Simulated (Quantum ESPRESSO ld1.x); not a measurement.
Species: N. Configuration: [He] 2s2 2p3 (the NIST ground configuration). Calculated with ld1.x of Quantum ESPRESSO 7.5: Dirac Kohn-Sham, PW91, spin-unpolarised, spherical densities, point nucleus; open shells are shared between the two j in proportion to 2j + 1; speed of light set to 13703.6 atomic units (100 times the physical value, a model run). Some entries of the table are withheld. Estimate them.

| orbital | occ. | eigenvalue (eV) | <r> (bohr) | r(max) (bohr) |
|---|---|---|---|---|
| 1s1/2 | 2 | -384.836 | 0.2299 | 0.149 |
| 2s1/2 | 2 | (1) | 1.320 | (2) |
| 2p1/2 | 1 | (3) | 1.483 | (4) |
| 2p3/2 | 2 | (5) | 1.483 | (6) |

Answer. 
(1) 2s1/2 eigenvalue (eV): -18.6031
(2) 2s1/2 r(max) (bohr): 1.01
(3) 2p1/2 eigenvalue (eV): -7.1640
(4) 2p1/2 r(max) (bohr): 0.974
(5) 2p3/2 eigenvalue (eV): -7.1640
(6) 2p3/2 r(max) (bohr): 0.974
